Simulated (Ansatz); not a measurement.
Compare A (`BCC=O`) with its isomer B (`CBC=O`).

Isolated molecules relaxed with PBE0-D4/def2-TZVP in Ansatz; ΔE leaves out vibrations. CBS: MP2 limit from def2 TZ/QZ plus the TZ coupled-cluster correction, frozen cores. DFT in def2-TZVPP. B3LYP here is the variant with VWN-RPA as its local correlation; programs differ in this. One conformer a species, not always the lowest.

A:

```xyz
9

B    -1.1758   -0.5644    0.0909
C     0.2837   -0.1620    0.4495
C     0.8932    0.8314   -0.4839
O     1.3123    1.9057   -0.1535
H    -1.9048   -0.9966    0.9324
H    -1.5562   -0.5026   -1.0422
H     0.7830   -1.1350    0.2649
H     0.4558    0.1056    1.4930
H     0.9087    0.5179   -1.5511
```

B:

Z-matrix (Å, degrees):
```
C
B 1 1.550
H 1 1.103 2 105.1
H 1 1.091 2 114.7 3 117.0
H 1 1.092 2 113.6 3 -115.0
C 2 1.573 1 121.7 3 -98.2
H 2 1.199 1 121.5 3 82.8
O 6 1.214 2 116.5 1 -86.3
H 6 1.117 2 124.0 1 94.7
```

Which isomer does CCSD(T)/CBS put lower? Give the gap. (Estimate.)

The calculation gave: B, by 5.5 kJ/mol.

Give E(B) − E(A) in kJ/mol with CCSD/def2-TZVPP, BLYP-D4, PBE0-D4, LDA (SPW92), B2PLYP, B3LYP-D4, r2SCAN-D4. (Best estimate.)

Computed: CCSD/def2-TZVPP -4.4, BLYP-D4 -10.9, PBE0-D4 -5.2, LDA (SPW92) -3.9, B2PLYP -6.5, B3LYP-D4 -7.8, r2SCAN-D4 -6.6. None reverses the order clearly.

Does the order hold for the free energy at 298.15 K (harmonic terms from PBE0-D4)? (An estimate is asked.)

The calculation gave: Yes: G(B) − G(A) = -9.0 kJ/mol, for one conformer each.

Largest T1 diagnostic: 0.016.

In def2-TZVPP, CCSD(T) changes the Hartree–Fock value by −5.3 kJ/mol (the triples alone add −0.4 kJ/mol) and MP2 by −3.1 kJ/mol. From BLYP to BHLYP (50 % exact exchange), in def2-TZVPP and without D4, E(B) − E(A) moves by +7.8 kJ/mol.
